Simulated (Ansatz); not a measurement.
One change: `[SiH3]C(Br)C=S` becomes `[SiH3]CC=S`.

Ansatz, PBE0-D4/def2-TZVP geometries, multiplicity 1. Each molecule was computed in one conformer, which needn't be the lowest.

Scalar relativity is left out up to krypton. Spin–orbit coupling is left out; it splits and shifts lone-pair levels of the heavy atoms by tenths of an eV.

```json
{"property": "HOMO–LUMO gap (B3LYP/def2-TZVPP) / eV", "`[SiH3]C(Br)C=S`": "3.75"}
{"property": "HOMO energy (ωB97M-V/def2-TZVPP) / eV", "`[SiH3]C(Br)C=S`": "-9.05"}
{"property": "HOMO–LUMO gap (PBE/def2-TZVPP) / eV", "`[SiH3]C(Br)C=S`": "2.07"}
{"property": "LUMO energy (PBE/def2-TZVPP) / eV", "`[SiH3]C(Br)C=S`": "-3.55"}
{"property": "HOMO–LUMO gap (ωB97M-V/def2-TZVPP) / eV", "`[SiH3]C(Br)C=S`": "8.49"}
{"property": "size of the dipole moment (ωB97M-V/def2-TZVPP) / D", "`[SiH3]C(Br)C=S`": "1.39"}
```

Question: Give the same properties after the change, and the shifts. (Best estimate.)

Answer: Computed: 
```csv
property,`[SiH3]CC=S`,shift
HOMO–LUMO gap (B3LYP/def2-TZVPP) / eV,3.89,0.14
HOMO energy (ωB97M-V/def2-TZVPP) / eV,-8.66,0.39
HOMO–LUMO gap (PBE/def2-TZVPP) / eV,2.19,0.12
LUMO energy (PBE/def2-TZVPP) / eV,-3.03,0.52
HOMO–LUMO gap (ωB97M-V/def2-TZVPP) / eV,8.66,0.17
size of the dipole moment (ωB97M-V/def2-TZVPP) / D,2.52,1.13
```

With PBE0 the HOMO rises by 0.41 eV and the LUMO rises by 0.55 eV, so the gap widens by about 0.14 eV. PBE moves the HOMO by 0.41 eV and ωB97M-V by 0.39 eV. Dipoles are sizes alone; their direction can turn.

B3LYP here is the variant with VWN-RPA as its local correlation; programs differ in this.
